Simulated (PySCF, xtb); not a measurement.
H7NSi2, SMILES [SiH3]N[SiH3].

xtb with GFN2-xTB at its own geometry gives an orbital gap of 5.05 eV and a dipole moment of 0.57 D.

The structure is a stationary point at B3LYP-D3(BJ)/def2-SVP.

Q: What does PySCF with r2SCAN/def2-TZVPD give? (The exact figures need the calculation; the answer reports its results.)

A: gap 5.85 eV (levels -6.47 and -0.62 eV), dipole 0.89 D.
